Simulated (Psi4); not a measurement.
Computed with Psi4 with SAPT0/jun-cc-pVDZ, frozen core.

Psi4 input:

```
molecule {
0 1
N 0.00095544 -0.00127962 0.27908371
H -0.45127005 0.82837924 -0.08768583
H -0.49187915 -0.80409524 -0.09503324
H 0.94219376 -0.02300438 -0.09636464
--
0 1
Cl -0.32205823 -2.18436978 2.65315665
H -0.22108197 -1.18748621 1.85342796
units angstrom
symmetry c1
no_reorient
no_com
}
set basis jun-cc-pvdz
set scf_type df
set freeze_core true
energy('sapt0')
```

Part of the output:

```
    SAPT Results
  --------------------------------------------------------------------------------------------------------
    Electrostatics                -17.47891538 [mEh]     -10.96818499 [kcal/mol]     -45.89088600 [kJ/mol]
      Elst10,r                    -17.47891538 [mEh]     -10.96818499 [kcal/mol]     -45.89088600 [kJ/mol]

    Exchange                       19.14115971 [mEh]      12.01125906 [kcal/mol]      50.25510789 [kJ/mol]
      Exch10                       19.14115971 [mEh]      12.01125906 [kcal/mol]      50.25510789 [kJ/mol]
      Exch10(S^2)                  18.86816096 [mEh]      11.83994976 [kcal/mol]      49.53834978 [kJ/mol]

    Induction                      -7.17413954 [mEh]      -4.50184053 [kcal/mol]     -18.83570077 [kJ/mol]
      Ind20,r                      -8.91919113 [mEh]      -5.59687694 [kcal/mol]     -23.41733310 [kJ/mol]
      Exch-Ind20,r                  5.49839749 [mEh]       3.45029652 [kcal/mol]      14.43604063 [kJ/mol]
      delta HF,r (2)               -3.75334590 [mEh]      -2.35526011 [kcal/mol]      -9.85440830 [kJ/mol]

    Dispersion                     -3.71122294 [mEh]      -2.32882755 [kcal/mol]      -9.74381448 [kJ/mol]
      Disp20                       -4.66544454 [mEh]      -2.92761065 [kcal/mol]     -12.24912295 [kJ/mol]
      Exch-Disp20                   0.95422160 [mEh]       0.59878310 [kcal/mol]       2.50530847 [kJ/mol]
      Disp20 (SS)                  -2.33272227 [mEh]      -1.46380532 [kcal/mol]      -6.12456147 [kJ/mol]
      Disp20 (OS)                  -2.33272227 [mEh]      -1.46380532 [kcal/mol]      -6.12456147 [kJ/mol]
      Exch-Disp20 (SS)              0.53512793 [mEh]       0.33579785 [kcal/mol]       1.40497819 [kJ/mol]
      Exch-Disp20 (OS)              0.41909367 [mEh]       0.26298525 [kcal/mol]       1.10033028 [kJ/mol]

  Total HF                         -5.51189521 [mEh]      -3.45876646 [kcal/mol]     -14.47147888 [kJ/mol]
  Total SAPT0                      -9.22311815 [mEh]      -5.78759402 [kcal/mol]     -24.21529336 [kJ/mol]
```
